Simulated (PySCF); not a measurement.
**HBiS, singlet: molecular constants**

All numbers come from PBE0/[Bi def2-TZVP with ECP60, S def2-TZVP, H def2-TZVP], scalar-relativistic core potentials, density fitting, no spin–orbit coupling, PySCF.

The structure is a minimum.

Coordinates in bohr (charge 0 multiplicity 1):
```
Bi    0.4335    0.0000   -0.3746
S    -2.9291    0.0000    2.3958
H     3.0071    0.0000    1.9007
```

```json
{"Point group": "Cs", "Bond lengths": "Bi–H 1.818 Å, Bi–S 2.306 Å", "Bond angles": "H–Bi–S 99.0°", "Dipole moment": "3.56 D", "Lowest empty level": "-3.60 eV", "Rotational symmetry number": "1", "Rotational constants": "5.224, 0.1141, 0.1117 cm⁻¹", "Enthalpy at 298.15 K above 0 K": "11.04 kJ/mol", "Heat capacity Cp at 298.15 K": "43.4 J/(mol K)", "Entropy at 298.15 K and 1 bar": "277.6 J/(mol K)", "Principal quadrupole moments (Buckingham, traceless) about the centre of mass": "-4.41, -1.20, 5.61 D Å", "Highest occupied level": "-6.53 eV", "Zero-point energy": "16.6 kJ/mol", "Atomisation energy without zero-point energy": "531 kJ/mol", "Principal polarisabilities": "37.3, 53.6, 89.2 bohr³"}
```

Harmonic modes (masses in u: Bi 208.980, S 31.972, H 1.008):
| symmetry | ω (cm⁻¹) | IR (km/mol) | μ (u) | type |
| --- | --- | --- | --- | --- |
| a' | 442 | 23.5 | 30.41 | stretch |
| a' | 611 | 15.7 | 1.04 | bend |
| a' | 1728 | 311 | 1.01 | stretch |

Charges (e):
```
atom  Mulliken  Löwdin  polar tensor  Mayer order to Bi1
 Bi1      0.52    0.26          0.71                   –
  S2     -0.45   -0.19         -0.46                2.03
  H3     -0.06   -0.08         -0.26                0.92
```

Mulliken populations on Bi1 (electrons outside its core potential): s 3.89, p 8.43, d 10.12, f 0.04.

Outer orbital energies (eV). occupied: -19.56, -15.74, -9.43, -8.22, -7.68, -6.53; empty: -3.60, -0.42, -0.08, 3.01.

Counting electrons, bismuth keeps 2 of its valence electrons outside its bonds, so the VSEPR class is AX2E1 and the expected shape is bent; with unlike ligands the computed point group is Cs.

Only a few start shapes were tried, so a lower isomer may exist. Spin–orbit coupling, left out here, can matter for elements this heavy.

The final relaxation and frequency run took 29 s on 2 threads of a shared Arm Neoverse V1 host, with 93 basis functions and 13 gradients; the process peaked at 0.87 GiB.
